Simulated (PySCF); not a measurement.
**Electronic structure of As (arsenic, neutral) at the UHF level**

Configuration: [Ar] 3d10 4s1 4p3 5s1, high-spin 6S determinant (an excited configuration). All numbers are calculated (PySCF 2.14, scalar relativity through the core potential, in aug-cc-pVTZ-PP with ECP10MDF).

| Quantity | Value |
| --- | --- |
| Total energy | -330.804816 hartree |
| One-electron energy | -581.9768 hartree |
| Hartree (Coulomb) energy | 276.8631 hartree |
| Exchange energy | -25.6912 hartree |
| ⟨S²⟩ | 8.7518 |
| ⟨L²⟩ | 0.000 |
| Sum of ⟨r⟩ | 25.93 bohr |
| Sum of ⟨r²⟩ | 65.56 bohr² |

| shell | electrons | mean orbital energy (eV) | rms radius, mean of both spins (bohr) |
| --- | --- | --- | --- |
| 3s α | 1 | -226.47 | 0.642 |
| 3s β | 1 | -225.21 | 0.642 |
| 3p α | 3 | -169.68 | 0.668 |
| 3p β | 3 | -168.74 | 0.668 |
| 3d α | 5 | -62.614 | 0.742 |
| 3d β | 5 | -61.981 | 0.742 |
| 4s α | 1 | -28.791 | 2.02 |
| 4p α | 3 | -14.973 | 2.45 |
| 5s α | 1 | -3.277 | 5.87 |

Energies and moments cover only the electrons outside the core potential. The outer electron is Rydberg-like, and this basis confines it to a smaller radius and binds it less than a complete one would.
